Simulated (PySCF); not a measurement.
Mo(NH)2(Cl)(Br) (BrClH₂MoN₂), SMILES [NH]=[Mo](=[NH])([Cl])[Br], multiplicity 1. Geometry: PBE-D3(BJ)/def2-SVP. The spin state was assumed, not searched. The structure was generated by enumeration; whether it is a known compound was not checked. The def2 effective core potentials stand for the cores of Mo; spin–orbit coupling is left out.

The numbers are results of PBE-D3(BJ)/def2-SVP in PySCF, not measurements.

Harmonic wavenumbers (cm⁻¹): 90, 155, 188, 200, 266, 316, 357, 399, 597, 604, 714, 965, 993, 3494, 3497. Rotational constants (GHz): 2.473, 0.9566, 0.8330; symmetry number 1.

Q: Work out the zero-point energy and the ideal-gas rigid-rotor harmonic-oscillator thermochemistry at 298.15 K and 1 atm.

A: ZPE = ½ Σ hcν = ½ × 12835 cm⁻¹ = 76.77 kJ/mol. H − E(el) = 98.67 kJ/mol. Entropy in J/(mol K): translation 177.17, rotation 123.34, vibration 71.54, total 372.05. G − E(el) = -12.26 kJ/mol. Cp = 107.01 J/(mol K). Modes under 150 cm⁻¹ make the vibrational entropy uncertain.
